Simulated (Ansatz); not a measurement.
Total energies of CH$_{4}$BCl$_{3}$Si (`ClC[SiH2]B(Cl)Cl`).

```xyz
10

Cl   -1.610    1.710   -0.448
C    -0.445    0.635   -1.274
Si    0.830    0.064   -0.008
B    -0.106   -0.947    1.468
Cl    0.473   -0.906    3.110
Cl   -1.495   -1.934    1.094
H    -1.009   -0.201   -1.689
H    -0.001    1.199   -2.094
H     1.795   -0.861   -0.672
H     1.569    1.241    0.513
```

Total charge 0; spin multiplicity 1. All single points use the PBE0-D4/def2-TZVP geometry. It is one conformer, not always the lowest. Basis def2-TZVPP, Ansatz.

RPA on PBE orbitals: Hartree–Fock energy of these orbitals -1732.38610 Eh, correlation -1.61856 Eh (frozen core).

```
functional  energy without D4 (Eh)  D4 term (kJ/mol)
    B97M-V             -1735.18854                 –
   LC-ωPBE             -1735.08874                 –
```

Q: Give the same for LDA (SPW92), PBE, revPBE, BLYP, r2SCAN, PBE0, B3LYP, r2SCANh, r2SCAN0, HSE06 (plane-wave form), BHLYP, CAM-B3LYP, ωB97X-V, ωB97M-V, B2PLYP, PBE-QIDH. (Estimate.)

A: Computed: 
| functional | energy without D4 (Eh) | D4 term (kJ/mol) |
| --- | --- | --- |
| LDA (SPW92) | -1729.32742 | – |
| PBE | -1734.79436 | -32.6 |
| revPBE | -1735.27030 | -86.0 |
| BLYP | -1735.55174 | -69.8 |
| r2SCAN | -1735.44793 | -8.1 |
| PBE0 | -1734.94669 | -28.2 |
| B3LYP | -1735.67347 | -53.1 |
| r2SCANh | -1735.44025 | -8.8 |
| r2SCAN0 | -1735.43007 | -9.8 |
| HSE06 (plane-wave form) | -1734.91280 | -26.6 |
| BHLYP | -1735.56601 | -43.9 |
| CAM-B3LYP | -1735.60871 | -29.3 |
| ωB97X-V | -1735.34184 | – |
| ωB97M-V | -1735.48492 | – |
| B2PLYP | -1735.03096 | – |
| PBE-QIDH | -1734.60263 | – |

B3LYP takes the VWN-RPA correlation (the form of Gaussian; ORCA's B3LYP/G). HSE06 is the plane-wave form, built on full-range PBE exchange. The double hybrids freeze the cores in their second-order part.

LC-ωPBE has ω = 0.4 bohr⁻¹.
